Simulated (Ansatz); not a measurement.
Ansatz (an electronic-structure program) input:

Ansatz 0.2 input:
```yaml
crystal:
  periodic: [false, false, false]
  atoms:
    - {symbol: Hg, position_ang: [-0.00000000, -0.00000000, -1.35891405]}
    - {symbol: Hg, position_ang: [0.00000000, 0.00000000, 1.35891405]}
basis:
  gaussian:
    orbitals: def2-TZVPD
hamiltonian:
  xc: {name: BHLYP}
total_charge: 2
output: {forces: true}
```

Q: What final total energy does it print?

A: -305.94284 Eh (BHLYP/def2-TZVPD). The basis has 92 functions.
